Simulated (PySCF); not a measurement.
Run record: geometry optimisation, `C=C(C)/C(C)=C/C(F)(F)F`.

Computed with PBE0-D3(BJ)/def2-SVP geometry optimisation, gas phase (PySCF 2.14.0). Start geometry: GFN2-xTB. The input is one job of a driver script: a line of settings, then coordinates in Å.

Input:
```
{"job": {"xc": "PBE0", "basis": "def2-SVP", "d3": "d3bj", "grid": 2, "kind": "geom"}, "charge": 0, "multiplicity": 1}
C     -2.240520     0.162546     0.851750
C     -1.215840    -0.417866     0.228218
C     -1.356487    -1.810494    -0.315100
C      0.074425     0.266566     0.055134
C      0.139643     1.725113     0.387661
C      1.147195    -0.408222    -0.379040
C      2.497538     0.189160    -0.582101
F      2.528282     1.154094    -1.527310
F      3.020140     0.752335     0.527605
F      3.384122    -0.738741    -0.976116
H     -3.177532    -0.353793     0.972981
H     -2.194649     1.149742     1.273785
H     -2.382408    -2.151776    -0.209260
H     -1.086745    -1.841428    -1.368917
H     -0.711843    -2.501487     0.225756
H      0.035201     1.863199     1.462907
H      1.079131     2.171770     0.081772
H     -0.669726     2.258060    -0.106366
H      1.120270    -1.459527    -0.610821
```

Output:
```
step   0  E = -570.65076735  max force = 0.017623
step   1  E = -570.65295586  max force = 0.006523
step   2  E = -570.65303392  max force = 0.001572
step   3  E = -570.65306319  max force = 0.002097
step   4  E = -570.65311922  max force = 0.001217
step   5  E = -570.65308779  max force = 0.001240
step   6  E = -570.65315563  max force = 0.000526
step   7  E = -570.65317913  max force = 0.000530
step   8  E = -570.65319918  max force = 0.000575
step   9  E = -570.65319149  max force = 0.000584
step  10  E = -570.65318798  max force = 0.000410
step  11  E = -570.65319500  max force = 0.000337
step  12  E = -570.65320465  max force = 0.000309
optimisation converged
```

Energies in Eh; «max force» is the largest Cartesian gradient component in Eh/bohr.

Q: How much energy does the optimisation release, in kcal/mol?

A: E(step 0) − E(last step) = 0.002437 Eh, which is 1.5 kcal/mol.

Main results: final energy -570.65320 Eh after 12 steps; dipole 2.78 D.

Q: Give the final coordinates.

A: 0.159 Å rms from the input after alignment:
```
atom  x, y, z in Å
C1    -2.3225    0.0844    0.6385
C2    -1.2034   -0.4793    0.1516
C3    -1.2227   -1.9002   -0.3345
C4     0.0661    0.2796    0.0824
C5     0.0744    1.6952    0.5806
C6     1.1676   -0.3101   -0.4225
C7     2.5098    0.3344   -0.5509
F8     2.4988    1.4023   -1.3632
F9     3.0001    0.7584    0.6240
F10    3.3927   -0.5337   -1.0546
H11   -3.2567   -0.4802    0.6884
H12   -2.3535    1.1130    1.0008
H13   -2.2195   -2.3421   -0.2058
H14   -0.9593   -1.9637   -1.4025
H15   -0.5010   -2.5244    0.2159
H16   -0.2178    1.7313    1.6412
H17    1.0551    2.1706    0.4832
H18   -0.6542    2.3015    0.0209
H19    1.1460   -1.3361   -0.7901
```

Q: How long does this job take on an Intel Xeon 6975P-C with one thread, no GPU, shared host with 32 logical CPUs at a one-minute load of 6.5? And the peak memory of the process?

A: About 2.8 min, with 0.85 GiB resident at the peak, the Python interpreter and its libraries included.
Labels such as C1 count atoms from 1, the log's own numbers from 0.
